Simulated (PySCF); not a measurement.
Unrelated species, one level of theory. Method: TDDFT PBE0/def2-SVPD, vertical, gas phase, core orbitals frozen in the response in PySCF. Geometries: GFN2-xTB; one conformer of each isolated species. Triplets are in the Tamm–Dancoff approximation.

Question: Rank by computed lowest triplet energy, highest first.
A. `N#C[C@@H]1CC[SiH2][SiH2]1`
B. `C[C@@H]1C[C@H](F)[C@@H]2C[C@@H]21`
C. `C1[C@]2(C[C@H](CC2)C1)F`
D. `C#C[SiH2]SCC(F)(F)F`
E. `C=C1CCC(F)CC1`
F. `C#C[C@H]1C[SiH2]N[SiH2]1`

Answer: C (7.66 eV), B (7.53 eV), A (5.71 eV), F (5.37 eV), D (4.88 eV), E (4.40 eV).

```tsv
SMILES	T1 (eV)	S1 (eV)	first f ≥ 0.01 (nm)	HOMO (eV)	α (au)	S1 mainly
F[C@]12CC[C@H](CC1)C2	7.66	7.82	147	-8.32	75.1	H→L (99%)
C[C@@H]1C[C@H](F)[C@@H]2C[C@@H]21	7.53	7.65	153	-8.14	76.7	H→L (94%)
N#C[C@@H]1CC[SiH2][SiH2]1	5.71	6.38	189	-8.13	101.8	H→L+1 (61%)
C#C[C@H]1C[SiH2]N[SiH2]1	5.37	6.05	185	-7.29	101.2	H-1→L (56%)
C#C[SiH2]SCC(F)(F)F	4.88	5.26	196	-7.41	93.6	H→L (96%)
C=C1CCC(F)CC1	4.40	6.85	181	-7.36	81.5	H→L (56%)
```

H and L stand for HOMO and LUMO.
